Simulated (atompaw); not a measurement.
# Mn (Z = 25): one change to a PAW (atompaw) potential, before and after

| Quantity | Value |
| --- | --- |
| Element | manganese (Mn) |
| Generator | atompaw 4.2.0.5 |
| Type | PAW |
| Functional | PBEsol |
| Relativity | scalar-relativistic |
| Frozen core | [Ar] |
| Valence charge | 7 |
| Reference configuration | 3d5 4s2 4p0 |
| Partial waves | 4s (bound): rc 2.35 bohr; 4s channel at 0.4 Ry: rc 2.35 bohr; 4p (bound, empty): rc 2.55 bohr; 4p channel at 1.95 Ry: rc 2.55 bohr; 3d (bound): rc 1.45 bohr; 3d channel at 0.25 Ry: rc 1.45 bohr |
| Local potential | ultrasoft scheme with l = 3 at 0.5 Ry, radius 1.90 bohr |
| Core correction | smooth core density matched at 1.55 bohr |
| Augmentation charge | sinc compensation charge, radius 2.15 bohr; PAW radius 2.55 bohr; waves and projectors: custom rrkj gramschmidtortho |

All-electron outer shells of the reference configuration (PBEsol, scalar-relativistic, ld1.x):

```json
{"shell": "3s", "level (eV)": "-85.64", "outermost node (bohr)": "0.34", "outermost maximum (bohr)": "0.74"}
{"shell": "3p", "level (eV)": "-54.48", "outermost node (bohr)": "0.31", "outermost maximum (bohr)": "0.75"}
{"shell": "3d", "level (eV)": "-6.79", "outermost node (bohr)": "–", "outermost maximum (bohr)": "0.76"}
{"shell": "4s", "level (eV)": "-5.12", "outermost node (bohr)": "1.05", "outermost maximum (bohr)": "2.51"}
{"shell": "4p", "level (eV)": "-1.35", "outermost node (bohr)": "1.16", "outermost maximum (bohr)": "3.38"}
```

Change: augmentation sinc compensation charge, radius 2.15 bohr; PAW radius 2.55 bohr; waves and projectors: custom polynom vanderbiltortho.

Cutoffs: the cutoffs (Ry, on a coarse ladder) from which the occupation-weighted sum of valence levels, in a spherical-Bessel basis at the reference potential, stays within 10 and 1 mRy of its value at 400 Ry; they do not see the model core or the augmentation charge, which bear on the density cutoff.

Problem. What does the change do?

Solution. The potential gets harder (50 Ry and 80 Ry → 55 Ry and 90 Ry); a bound ghost appears in s, which as a rule spoils a file; the range in which the s phases agree widens (upper end 2.1 → at the end of the scan); the range in which the p phases agree narrows (upper end 4.3 → 0.2).

| quantity | base | changed |
| --- | --- | --- |
| cutoff, loose | 50 Ry | 55 Ry |
| cutoff, tight | 80 Ry | 90 Ry |
| bound ghosts | none | s |
| s: phases at 2.56 bohr within 0.05 rad from the reference energy up to (Ry; the scan ends near 5) | 2.1 | to the end of the scan |
| p: phases at 2.56 bohr within 0.05 rad from the reference energy up to (Ry; the scan ends near 5) | 4.3 | 0.2 |
| d: phases at 2.56 bohr within 0.05 rad from the reference energy up to (Ry; the scan ends near 5) | to the end of the scan | to the end of the scan |
| lowest overlap eigenvalue by channel | s 0.40, p 0.58, d 0.96 | s 0.17, p 0.41, d 0.99 |

 A true bound ghost makes a file unfit for plane-wave use even where its test errors are small: the radial tests pick states by their node count and pass the ghost by. The cutoffs see the waves, projectors and local potential, not the compensation charge or the core.
